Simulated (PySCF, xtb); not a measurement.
Si(F)3(SH) (F3HSSi), SMILES F[Si](F)(F)S. One conformer was computed; it need not be the lowest.

Harmonic wavenumbers (cm⁻¹) from GFN2-xTB run with xtb at its own minimum, in rising order: 64, 149, 161, 235, 235, 260, 540, 738, 860, 930, 963, 2427.

Q: What does PBE0-D3(BJ)/def2-SVP (PySCF) give at its own minimum? (An estimate is asked for; the answer gives what the named calculation found.)

A: 89, 193, 224, 316, 321, 333, 558, 746, 872, 990, 1014, 2711. Paired by order, the mean absolute difference is 67 cm⁻¹ and the zero-point energies are 10.8 and 12.0 kcal/mol.
